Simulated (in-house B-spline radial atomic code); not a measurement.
Configurations of the thulium ion Tm⁺, with energies counted from [Xe] 4f13 6s1. Method: scalar-relativistic (X2C) TPSSh, spin-polarised, spherical fractional occupations, Fermi nucleus of rms radius 5.2256 fm. Calculated with an all-electron radial atomic-structure program (B-spline basis). Shells without spins written out take the highest spin.

Caution: exact exchange at fractional occupations of open shells leaves self-interaction of up to several eV.

Occupations are held fixed; configurations that lie above the ionisation limit could autoionise.

```json
{"configuration": "[Xe] 4f13 5f1", "E - E(ref) (eV)": "8.4439", "highest orbital": "5f up", "its <r> (bohr)": "8.807"}
{"configuration": "[Xe] 4f(6 up, 7 down) 5f(1 up, 0 down)", "E - E(ref) (eV)": "8.4453", "highest orbital": "5f up", "its <r> (bohr)": "8.816"}
{"configuration": "[Kr] 4d10 4f13 5s2 5p5 5d1 6s1", "E - E(ref) (eV)": "27.788", "highest orbital": "5d up", "its <r> (bohr)": "2.53"}
{"configuration": "[Kr] 4d10 4f13 5s2 5p5 6s1 6d1", "E - E(ref) (eV)": "35.099", "highest orbital": "6d up", "its <r> (bohr)": "6.887"}
{"configuration": "[Kr] 4d10 4f13 5s2 5p5 6s1 7p1", "E - E(ref) (eV)": "35.367", "highest orbital": "7p up", "its <r> (bohr)": "8.6"}
{"configuration": "[Kr] 4d10 4f13 5s2 5p5 5f1 6s1", "E - E(ref) (eV)": "36.532", "highest orbital": "5f up", "its <r> (bohr)": "8.412"}
```

Question: Order these further configurations by energy, lowest first.
A. [Xe] 4f12 6s1 6p1
B. [Xe] 4f(7 up, 5 down) 5f(1 up, 0 down) 6s(0 up, 1 down)
C. [Kr] 4d9 4f14 5s2 5p6 6s1
D. [Xe] 4f13 7p1
E. [Kr] 4d(4 up, 5 down) 4f(6 up, 7 down) 5s2 5p6 6s2

Answer: D (7.4947 eV), A (7.7526 eV), B (14.151 eV), C (170.29 eV), E (175.64 eV).

Question: How far above the reference does [Kr] 4d10 4f13 5s2 5p5 6s1 7d1 lie?

Answer: 37.015 eV; its least bound orbital is 7d up with <r> = 12.44 bohr.

Question: How far above the reference does [Xe] 4f(5 up, 7 down) 6s(0 up, 1 down) 7p(0 up, 1 down) lie?

Answer: 12.85 eV; its least bound orbital is 7p down with <r> = 8.58 bohr.
